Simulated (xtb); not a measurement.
C₄H₃BrClF, SMILES C=C(F)/C(Br)=C/Cl. All values are semi-empirical tight-binding results from xtb (GFN2-xTB unless named), good for trends rather than for accurate numbers. Geometry optimised at GFN2-xTB. The structure was generated by enumeration; whether it is a known compound was not checked. The values are those of a single conformer.

```yaml
point_group_as_xtb_finds_it: Cs
orbital_gap: 3.11 eV
zero_point_energy: 35.3 kcal/mol
G − E(el) at 298.15 K (modified RRHO): 13.9 kcal/mol
static polarisability (D4 model): 82.2 bohr³
solvation energy, GFN2-xTB/ALPB(water): -2.1 kcal/mol
solvation energy, GFN2-xTB/ALPB(dmf): -7.3 kcal/mol
```
